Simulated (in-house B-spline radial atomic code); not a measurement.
**Mg VIII (Mg7+): [He] 2s1 (2p1/2)1 (5p3/2)1 (an excited or competing configuration)**

All numbers are computed (Dirac-Hartree-Fock, average of the jj configuration; Fermi nucleus of rms radius 3.057 fm) with an all-electron radial atomic-structure program (B-spline basis), not measured.

Screening seen three ways: the hydrogenic charge with the same mean radius, Z_r = [3n² - l(l+1)]/(2<r>), the one with the same energy, Z_e = n√(-2ε), and Slater's rules. Values are occupation-weighted means over j.

```tsv
shell	electrons	ε (eV)	<r> (bohr)	Z_r	Z_e	Slater
1s	2	-1632.3	0.1293	11.60	10.95	11.70
2s	1	-317.92	0.5744	10.45	9.67	9.95
2p	1	-297.87	0.5034	9.93	9.36	9.95
5p	1	-36.635	4.336	8.42	8.20	8.00
```

The least bound orbital is 5p3/2 at -36.64 eV, and it is also the most diffuse (<r> = 4.336 bohr).

For the 1s electron the small component carries 0.181 % of the norm, the zero-frequency Breit interaction raises the level by 0.635 eV, self-energy by 0.2796 eV, and vacuum polarisation lowers it by 0.0162 eV.
